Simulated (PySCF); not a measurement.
## Radial density of Mg (magnesium, neutral)

BHandHLYP, [Ne] 3s1 3d1, 3s spin antiparallel (an excited configuration). All numbers are calculated (PySCF 2.14, no relativity, point nucleus, in aug-cc-pV5Z (8s7p5d4f3g2h, 131 functions)).

```csv
r (bohr),4πr²ρ (e/bohr),4πr²(ρα − ρβ)
0.00210,0.05785,-0.0001
0.00354,0.1582,-0.0003
0.00595,0.4223,-0.0008
0.0100,1.084,-0.0020
0.0168,2.604,-0.0048
0.0283,5.601,-0.0101
0.0477,10.02,-0.0170
0.0802,13.25,-0.0181
0.135,11.18,-0.0047
0.227,7.379,-0.0061
0.381,9.888,-0.0628
0.642,9.968,-0.0425
1.08,3.441,-0.0216
1.82,0.6066,-0.3187
3.05,0.3842,-0.2804
5.14,0.2130,0.1229
8.64,0.1029,0.1020
14.5,9.257e-05,0.0001
```

The outer electron is Rydberg-like, and this basis confines it to a smaller radius and binds it less than a complete one would. With the s spin flipped the determinant is a mixture of two multiplicities, not a spectroscopic state.
